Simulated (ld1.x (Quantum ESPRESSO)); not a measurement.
**Reading a pseudo-wave (Sn)**

Columns: radius, all-electron u(r) and pseudo u(r) of the 5s shell (level -10.81 eV) of tin in the configuration [Kr] 4d10 5s2 5p2; LDA (PZ), scalar-relativistic, PAW scheme, ld1.x (Quantum ESPRESSO) 7.5.

| r (bohr) | all-electron | pseudo |
| --- | --- | --- |
| 0.110 | -0.1157 | 0.0616 |
| 0.220 | 0.2104 | 0.1228 |
| 0.330 | 0.1393 | 0.1834 |
| 0.440 | -0.1200 | 0.2429 |
| 0.550 | -0.3075 | 0.3011 |
| 0.660 | -0.3544 | 0.3576 |
| 0.770 | -0.2868 | 0.4119 |
| 0.880 | -0.1524 | 0.4635 |
| 0.990 | 0.0086 | 0.5121 |
| 1.100 | 0.1695 | 0.5572 |
| 1.210 | 0.3153 | 0.5983 |
| 1.320 | 0.4392 | 0.6349 |
| 1.430 | 0.5390 | 0.6666 |
| 1.540 | 0.6154 | 0.6930 |
| 1.650 | 0.6707 | 0.7136 |
| 1.760 | 0.7072 | 0.7282 |
| 1.870 | 0.7281 | 0.7365 |
| 1.980 | 0.7359 | 0.7383 |
| 2.090 | 0.7332 | 0.7335 |
| 2.200 | 0.7221 | 0.7221 |
| 2.310 | 0.7045 | 0.7045 |
| 2.420 | 0.6819 | 0.6819 |
| 2.530 | 0.6558 | 0.6558 |
| 2.640 | 0.6270 | 0.6270 |
| 2.750 | 0.5967 | 0.5967 |
| 2.860 | 0.5655 | 0.5655 |

(1) How many radial nodes do the two functions have?

(2) At about which radius was the pseudo-wave matched?

(3) Where does each function peak?

(4) Is the pseudo-wave norm-conserving?

Answers

(1) The all-electron 5s function has n − l − 1 = 4 (the table is too coarse to show those close to the nucleus); the pseudo-wave has 0, since the states of the same l below it are removed with the core.

(2) 2.20 bohr. The columns agree to 0.0005 from 2.09 bohr on; several derivatives are matched, so the curves merge somewhat inside the radius.

(3) Outermost all-electron maximum near 1.98 bohr, pseudo maximum near 1.98 bohr (to the table’s step).

(4) No, it belongs to a PAW set: the norm inside the radius is not constrained, and the difference is carried by the augmentation charge.
